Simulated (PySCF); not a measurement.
Delta-SCF ions had no search for a lower state. 

# H₃B, SMILES `B` (charge 0, multiplicity 1)

Level of theory: M06-2X/def2-TZVP // B3LYP-D3(BJ)/def2-TZVP in PySCF.

* **HOMO**: -11.25 eV
* **dipole moment**: 0.00 D
* **HOMO–LUMO gap**: 10.25 eV
* **LUMO**: -1.00 eV
* **vertical ionisation energy (Delta-SCF)**: 13.16 eV
* **total energy**: -723.69 eV
* **cost**: about 11 core-seconds (a rough figure)

```xyz
4

B      0.0000     0.0000     0.0000
H     -0.8050    -0.8755     0.0105
H     -0.3557     1.1350     0.0039
H      1.1607    -0.2595    -0.0143
```
Charge 0, spin multiplicity 1.
